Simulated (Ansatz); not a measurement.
Abridged output of a molecular run in Ansatz:

```
Functional definition: HF
  name "HF"
  cite "Fock, Z. Phys. 61, 126 (1930) doi:10.1007/BF01340294"
  parent pbe
  exchange = exact_x
  correlation = 0
1667 factors; integrals over basis functions are off by at most 1.1e-3 eV
mean field evaluation 1: about -63393.4162 eV, gradient 3.9e1 eV
mean field evaluation 2: about -63393.6531 eV, gradient 3.9e1 eV
mean field evaluation 4: about -63398.2371 eV, gradient 5.0e0 eV
mean field evaluation 8: about -63398.3325 eV, gradient 3.8e-1 eV
mean field -63398.33288223 eV, -2329.8457604884 hartree, gradient 5.6e-6 eV, S^2 0.000000; 0 other end points of the search recorded, 0 dependent functions left out
17 core orbitals not correlated: weight in the atoms' cores, before any rotation towards them, 1.000 or more for the frozen orbitals, at most 0.000 for the correlated occupied ones
reference -63398.33288223 eV, -2329.8457604884 hartree; 18, 18 occupied and 246, 246 virtual orbitals, 1667 factors
second order -22.86307998 eV of doubles, -0.00000000 eV of singles
cycle   1  -22.98160632 eV  change   -1.2e-1 eV  update   1.2e-1
cycle   2  -23.76240310 eV  change   -7.8e-1 eV  update   3.8e-2
cycle   3  -23.89593134 eV  change   -1.3e-1 eV  update   1.8e-2
cycle   4  -23.88686320 eV  change    9.1e-3 eV  update   4.6e-3
cycle   5  -23.88715196 eV  change   -2.9e-4 eV  update   1.9e-3
cycle   6  -23.88736404 eV  change   -2.1e-4 eV  update   5.6e-4
cycle   7  -23.88718975 eV  change    1.7e-4 eV  update   2.2e-4
cycle   8  -23.88722438 eV  change   -3.5e-5 eV  update   8.7e-5
cycle   9  -23.88725914 eV  change   -3.5e-5 eV  update   3.1e-5
perturbative correction -1.12202594 eV, -0.0412336926 hartree
Total energy: -63423.34216730 eV, -2330.7648347630 hartree
```

Its atoms:

Cartesian coordinates in Å:
```
Si 1.413 -1.052 0.796
C 0.077 -0.103 -0.112
C -0.223 -0.227 -1.424
Ga -1.639 1.119 -1.245
C -0.812 0.924 0.581
H 2.398 -0.104 1.386
H 0.811 -1.830 1.914
H 2.119 -1.982 -0.124
H 0.286 -0.902 -2.106
H -2.746 1.879 -2.048
H -1.423 0.504 1.386
H -0.261 1.773 0.995
```

(1) Which basis set was used?
A. def2-SVPD
B. cc-pV(D+d)Z
C. def2-TZVPP
D. def2-SVP

(2) Write the keys of the input that set method, charge and spin (a neutral closed shell needs none for the last two).

Answers

(1) C. It gives 281 functions.

(2) 
```yaml
correlation: {method: ccsd_t}
```
